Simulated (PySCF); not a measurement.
C4H12O2Si, triplet, at the geometry of the source list (a higher spin typed on purpose: for a closed-shell molecule this is an excited state); DF-SVWN5/STO-3G (PySCF).

Input for PySCF:
```python
from pyscf import gto, scf, dft

mol = gto.Mole()
mol.atom = '''
    C    -1.945900   -1.390600    0.636700
    O    -0.618900   -0.959200    0.693000
    Si    0.080700    0.344000   -0.016500
    C    -0.678500    1.989300    0.540800
    C     0.018300    0.160000   -1.915700
    O     1.594900    0.391600    0.569000
    C     2.542600   -0.636500    0.627600
    H    -2.023200   -2.308000    1.221200
    H    -2.250800   -1.594300   -0.392400
    H    -2.616700   -0.638100    1.058700
    H    -1.712600    2.065400    0.218300
    H    -0.144400    2.839100    0.131100
    H    -0.661300    2.081300    1.622200
    H     0.475800   -0.773200   -2.237400
    H     0.546300    0.968500   -2.411900
    H    -1.002200    0.164500   -2.289700
    H     3.470000   -0.211400    1.015200
    H     2.199900   -1.432500    1.292800
    H     2.726100   -1.059900   -0.363000
'''
mol.basis = 'sto-3g'
mol.charge = 0
mol.spin = 2
mol.verbose = 4
mol.build()

mf = dft.UKS(mol)
mf.xc = 'lda,vwn'
mf = mf.density_fit(auxbasis='def2-universal-jkfit')
mf.kernel()
mf.analyze()
```

Problem. Write the output that PySCF gives for this input, abridged.

Solution. 
```
PySCF version 2.14.0

[INPUT] verbose = 4
[INPUT] num. atoms = 19
[INPUT] num. electrons = 66
[INPUT] charge = 0
[INPUT] spin (= nelec alpha-beta = 2S) = 2
[INPUT] symmetry False subgroup None
[INPUT] Mole.unit = angstrom
[INPUT] Symbol           X                Y                Z      unit          X                Y                Z       unit  Magmom
[...]
nuclear repulsion = 419.974229888385
number of shells = 35
number of NR pGTOs = 153
number of NR cGTOs = 51
basis = sto-3g
ecp = {}

******** <class 'pyscf.df.df_jk.DFUKS'> ********
method = DFUKS
initial guess = minao
damping factor = 0
level_shift factor = 0
DIIS = <class 'pyscf.scf.diis.CDIIS'>
diis_start_cycle = 1
diis_space = 8
diis_damp = 0
SCF conv_tol = 1e-09
SCF conv_tol_grad = None
SCF max_cycles = 50
direct_scf = False
number electrons alpha = 34  beta = 32
XC library pyscf.dft.libxc version 7.1.2
    S. Lehtola, C. Steigemann, M. J. T. Oliveira, and M. A. L. Marques,  SoftwareX 7, 1–5 (2018)
XC functionals = lda,vwn
    P. A. M. Dirac,  Math. Proc. Cambridge Philos. Soc. 26, 376 (1930)
    F. Bloch,  Z. Phys. 57, 545 (1929)
    S. H. Vosko, L. Wilk, and M. Nusair,  Can. J. Phys. 58, 1200 (1980)
radial grids:
    Treutler-Ahlrichs [JCP 102, 346 (1995); DOI:10.1063/1.469408] (M4) radial grids

becke partition: Becke, JCP 88, 2547 (1988); DOI:10.1063/1.454033
pruning grids: <function nwchem_prune>
grids dens level: 3
symmetrized grids: False
atomic radii adjust function: <function treutler_atomic_radii_adjust>
small_rho_cutoff = 0
Set gradient conv threshold to 3.16228e-05
tot grids = 221512
init E= -588.8801057707

cycle= 1 E= -587.941517639884  delta_E= 0.939  |g|= 0.575  |ddm|= 4.22

cycle= 2 E= -586.924358828495  delta_E= 1.02  |g|= 1.38  |ddm|= 3.73

cycle= 3 E= -587.789900915051  delta_E= -0.866  |g|= 0.675  |ddm|= 4.07

cycle= 4 E= -587.824608657568  delta_E= -0.0347  |g|= 0.612  |ddm|= 3.56

cycle= 5 E= -588.098161332003  delta_E= -0.274  |g|= 0.321  |ddm|= 1.93

cycle= 6 E= -588.101211223056  delta_E= -0.00305  |g|= 0.308  |ddm|= 1.65

cycle= 7 E= -588.111328743973  delta_E= -0.0101  |g|= 0.295  |ddm|=  1.5

cycle= 8 E= -588.105836516236  delta_E= 0.00549  |g|= 0.295  |ddm|= 0.295

cycle= 9 E= -588.084850066614  delta_E= 0.021  |g|= 0.325  |ddm|= 0.23

cycle= 10 E= -588.077716002782  delta_E= 0.00713  |g|= 0.338  |ddm|= 0.125

cycle= 11 E= -588.08293253394  delta_E= -0.00522  |g|= 0.331  |ddm|= 0.0803

cycle= 12 E= -588.143195620211  delta_E= -0.0603  |g|= 0.237  |ddm|= 1.48

[...]
SCF not converged.
Total Energy =                        -588.156593211855579
[...]
spin_pop of  9 H 1s        0.03952
spin_pop of  10 H 1s       -0.00231
spin_pop of  11 H 1s       -0.00256
spin_pop of  12 H 1s       -0.00417
spin_pop of  13 H 1s       -0.00715
spin_pop of  14 H 1s       -0.00577
spin_pop of  15 H 1s       -0.00457
spin_pop of  16 H 1s       -0.00278
spin_pop of  17 H 1s        0.01069
spin_pop of  18 H 1s        0.00756
 ** Mulliken Spin Density (per atom)  **
spin density of  0 C =      0.13558
spin density of  1 O =      0.82385
spin density of  2 Si =      0.29511
spin density of  3 C =      0.13533
spin density of  4 C =      0.13398
spin density of  5 O =      0.34826
spin density of  6 C =      0.07726
spin density of  7 H =     -0.00283
spin density of  8 H =      0.02501
spin density of  9 H =      0.03952
spin density of  10 H =     -0.00231
spin density of  11 H =     -0.00256
spin density of  12 H =     -0.00417
spin density of  13 H =     -0.00715
spin density of  14 H =     -0.00577
spin density of  15 H =     -0.00457
spin density of  16 H =     -0.00278
spin density of  17 H =      0.01069
spin density of  18 H =      0.00756
 ** Mulliken pop alpha/beta on meta-lowdin orthogonal AOs **
 ** Mulliken pop       alpha | beta **
In total            34.00000 | 32.00000
 ** Mulliken atomic charges   ( Nelec_alpha | Nelec_beta ) **
charge of  0C =     -0.14353  (     3.13956      3.00398 )
charge of  1O =      0.17634  (     4.32376      3.49991 )
charge of  2Si =      0.54851  (     6.87330      6.57819 )
charge of  3C =     -0.34984  (     3.24258      3.10725 )
charge of  4C =     -0.47135  (     3.30266      3.16868 )
charge of  5O =     -0.31726  (     4.33276      3.98450 )
charge of  6C =     -0.13142  (     3.10434      3.02708 )
charge of  7H =      0.05326  (     0.47195      0.47479 )
charge of  8H =      0.05892  (     0.48304      0.45803 )
charge of  9H =      0.08055  (     0.47948      0.43997 )
charge of  10H =      0.05001  (     0.47384      0.47615 )
charge of  11H =      0.05548  (     0.47098      0.47354 )
charge of  12H =      0.05544  (     0.47019      0.47436 )
charge of  13H =      0.06031  (     0.46627      0.47342 )
charge of  14H =      0.06342  (     0.46541      0.47118 )
charge of  15H =      0.05920  (     0.46811      0.47269 )
charge of  16H =      0.05426  (     0.47148      0.47426 )
charge of  17H =      0.05413  (     0.47828      0.46759 )
charge of  18H =      0.04356  (     0.48200      0.47444 )
Dipole moment(X, Y, Z, Debye): -3.21772, -2.66616,  1.23626
```

The run did not converge; its last values are not results.
